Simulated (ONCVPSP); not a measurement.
Cutoff test, Ta, ONCV

```json
{
  "Element": "Ta (Z = 73)",
  "Generator": "ONCVPSP 4.0.1",
  "Type": "optimised norm-conserving Vanderbilt (ONCV)",
  "Functional": "PBE",
  "Relativity": "non-relativistic",
  "Frozen core": "[Kr] 4d10 4f14",
  "Valence charge": "13",
  "Reference configuration": "5s2 5p6 5d3 6s1 6p1",
  "Partial waves": "5s+6s: rc 2.25 bohr, ncon 4, nbas 8, qcut 5.9 1/bohr, 2 projectors; 5p+6p: rc 2.55 bohr, ncon 4, nbas 8, qcut 6.4 1/bohr, 2 projectors; 5d: rc 2.05 bohr, ncon 4, nbas 8, qcut 3.9 1/bohr, local",
  "Local potential": "the d channel",
  "Core correction": "Teter function, fcfact 3.25, rcfact 1.35"
}
```

For each optimised wave give the share of its norm inside rc, the residual kinetic energy above qcut (Ha) and the cutoffs (Ha) for errors of 10, 1, 0.1 and 0.01 mHa per electron.

```json
{"wave": "5s", "norm inside rc": "0.984", "residual KE": "2.7e-07", "10 mHa": "4.0", "1 mHa": "10.1", "0.1 mHa": "12.8", "0.01 mHa": "14.8"}
{"wave": "6s", "norm inside rc": "0.120", "residual KE": "1.3e-06", "10 mHa": "3.3", "1 mHa": "10.0", "0.1 mHa": "13.2", "0.01 mHa": "15.5"}
{"wave": "5p", "norm inside rc": "0.982", "residual KE": "3.0e-09", "10 mHa": "8.2", "1 mHa": "10.8", "0.1 mHa": "13.1", "0.01 mHa": "15.2"}
{"wave": "6p", "norm inside rc": "0.069", "residual KE": "1.8e-09", "10 mHa": "5.2", "1 mHa": "8.0", "0.1 mHa": "10.3", "0.01 mHa": "12.2"}
{"wave": "5d", "norm inside rc": "0.570", "residual KE": "2.3e-02", "10 mHa": "9.2", "1 mHa": "45.7", "0.1 mHa": "56.4", "0.01 mHa": "72.5"}
```

The occupied waves need 46 Ha and 56 Ha for 1 and 0.1 mHa. Note: ghosts flagged at negative energy: s at -309.5 eV; GHOST(+) flagged for p at 326.3 eV, s at 462.9 eV. A true bound ghost makes a file unfit for plane-wave use. 1 of 4 tests not solved or not reliable.
